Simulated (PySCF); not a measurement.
# Hartree-Fock beside MP2: B2ClH3N anion

These are calculations, not measurements. The program is PySCF 2.14.0, an open-source quantum chemistry code, run on an isolated molecule that a program drew, which may never have been made. The molecule is B2ClH3N anion (charge -1, singlet), drawn as the SMILES string `B=N[BH2-]Cl`.

The geometry was optimised and harmonic frequencies were computed with HF and MP2, all in the aug-cc-pV(D+d)Z basis, for the commonest isotopes, with a restricted reference for singlets and an unrestricted one otherwise, and a frozen core in MP2. Each result is a local minimum of its method.

Geometry at the HF minimum:
```xyz
7
B2ClH3N anion, angstrom
B    -1.0535   -0.6676   -2.3620
N    -0.6389   -0.6611   -1.2071
B    -0.1365   -0.6541    0.2067
Cl    1.8826   -0.2700    0.1782
H    -1.4534   -0.6749   -3.4668
H    -0.5910    0.2588    0.8713
H    -0.2120   -1.7426    0.7463
```

Lengths of the bonds as drawn, in Å (atoms numbered as above):
```
bond,HF,MP2
B1-N2,1.227,1.267
N2-B3,1.501,1.523
B3-Cl4,2.056,1.967
B1-H5,1.175,1.182
B3-H6,1.217,1.224
B3-H7,1.217,1.224
```

Rotational constants, in GHz:
```
constant     HF    MP2
       A  19.78  20.36
       B  2.779  2.815
       C  2.487  2.525
```

Harmonic frequencies in cm^-1, each column in rising order, so a row needn't be the same motion in every method:
| rank | HF | MP2 |
|---|---|---|
| 1 | 147 | 142 |
| 2 | 263 | 238 |
| 3 | 290 | 338 |
| 4 | 480 | 549 |
| 5 | 789 | 647 |
| 6 | 808 | 668 |
| 7 | 856 | 804 |
| 8 | 868 | 823 |
| 9 | 1028 | 971 |
| 10 | 1149 | 1098 |
| 11 | 1290 | 1212 |
| 12 | 2038 | ? |
| 13 | 2487 | 2438 |
| 14 | 2498 | 2465 |
| 15 | 2922 | 2837 |

**Estimate the missing MP2 frequency from the HF column.**

A single factor s that minimises the squared misfit of MP2 against s times HF over the other rows is sum(HF x MP2) / sum(HF^2) = 0.9667, with an rms misfit of 56 cm^-1. For rank 12 it gives 0.9667 x 2038 = 1970 cm^-1. The calculation gives 1814 cm^-1, 156 cm^-1 below the estimate. The drawn bonds are on average 0.4 % longer in MP2 than in HF.
